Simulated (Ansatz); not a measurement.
Frontier orbitals of CH₆Sn, SMILES `[CH3][SnH3]`.

The species carries charge 0 and has multiplicity 1. Correlated methods include outer-core shells of Sn, which these sets cover unevenly. Sn takes the def2 core potential. The geometry is a stationary point of PBE0-D4/def2-TZVP. Basis def2-TZVPP, Ansatz.

Orbital energies of one run (eV). Highest occupied ones, from the top: -11.10, -11.59, -11.59, -14.41, -14.41, -17.40, -22.75, -30.52, -30.52, -30.66, -30.67, -30.67, -94.94, -94.97. Empty: 2.09, 2.96, 2.96, 3.23, 4.35, 4.50.

Problem. Which functional gave them?
A. CAM-B3LYP
B. r2SCAN
C. BLYP
D. LC-ωPBE

Solution. D. HOMO energies: LC-ωPBE -11.10, r2SCAN -7.48, CAM-B3LYP -9.73, BLYP -7.09 eV.

LC-ωPBE has ω = 0.4 bohr⁻¹.
